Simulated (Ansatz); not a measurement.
Stepwise reaction of `[OH][Y]([OH])[Cl]` with hydrogen chloride, as a gas-phase model of exchange steps in deposition or etching. ΔE in kJ/mol.

Calculated with Ansatz (gas phase, PBE0-D4/def2-TZVP geometries, no zero-point term in ΔE). CBS: MP2 limit from def2 TZ/QZ plus the TZ coupled-cluster correction, frozen cores. This one scheme is used for every species. Functionals use def2-TZVPP. B3LYP here is the variant with VWN-RPA as its local correlation; programs differ in this. Elements past krypton have def2 core potentials. For Y outer-core shells are correlated without core-valence functions, which leaves a few kJ/mol of doubt a bond. Each species was taken in one conformer, which may not be the lowest.

| step | reaction | PBE-D4 | B3LYP-D4 | ωB97M-V | CCSD(T)/CBS |
| --- | --- | --- | --- | --- | --- |
| 1 | `[OH][Y]([OH])[Cl]` + HCl → `[OH][Y]([Cl])[Cl]` + H₂O | -52.1 | -52.5 | -54.0 | -57.4 |
| 2 | `[OH][Y]([Cl])[Cl]` + HCl → `[Cl][Y]([Cl])[Cl]` + H₂O | -41.2 | -41.0 | -41.4 | -46.0 |

**Question.** By hand: ΔE of the 2 steps together at CCSD(T)/CBS.

**Answer.** (-57.4) + (-46.0) = -103.4 kJ/mol, or -51.7 kJ/mol a step.

In ΔE each step is higher than the one before. All are downhill at CCSD(T)/CBS. PBE-D4 differs from CCSD(T)/CBS by 4.8 to 5.3 kJ/mol a step. Isolated molecules leave out the surface, adducts and barriers. Largest T1 diagnostic: 0.013.
